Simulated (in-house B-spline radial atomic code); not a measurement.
# RPA and G0W0 on TPSS: Mn²⁺

Configuration [Ar] 3d5, highest spin, mean-field start TPSS. Computed with an all-electron radial atomic-structure program (B-spline basis): all electrons, non-relativistic, point nucleus, each spin shell either full or empty, empty states to l = 9 with an (l + 1/2)⁻⁴ tail; G0W0 by contour deformation at full frequency.

Command:
```bash
python run_gw.py task.json out
```
Settings (radii: box in bohr, nucleus in fm):
```
Z                        25
electrons                23
configuration            [Ar] 3d5
hamiltonian              nr
method                   tpss,tpss
lmax                     9
spin_polarised           True
box_radius               17.55
intervals                51
```

Time taken, with all properties: 2.8 s on 1 thread of Arm Neoverse N1, on a shared host.

Energies (hartree):

| term | value |
| --- | --- |
| mean-field total | -1150.18206 |
| Hartree-Fock functional on these orbitals | -1149.09699 |
| direct second order | -1.8066 |
| second-order exchange | 0.59435 |
| SOSEX correction | 0.53809 |

**Question.** What is the RPA correlation energy, and what remains with SOSEX?

**Answer.** RPA gives -1.5504 hartree (-1.83 eV per electron); RPA + SOSEX gives -1.0123, and the second-order doubles -1.2123 hartree (no singles). SOSEX takes back 35 % of the RPA value.

Quasi-particle levels (eV):

```
  level  occupied  mean field  Σx - vxc     Σc  QP weight     G0W0
  3d up       yes     -25.920     -9.59      ?          ?        ?
3d down        no     -20.826     11.98  -5.89      0.847  -14.738
```

G0W0 = mean field + (Σx - vxc) + Σc, with Σc (partial-wave tail included) taken at the quasi-particle energy. Only the outer levels were computed. Levels of low weight are left out.

**Question.** Where does G0W0 put 3d up?

**Answer.** At -33.63 eV, with Σc = 1.89 eV and a quasi-particle weight of 0.856. The tabulated removal energy is 33.668 ± 0.012 eV (NIST, measured); the calculation leaves out relativity, Breit and QED terms, and what these don't explain is the method's own error.
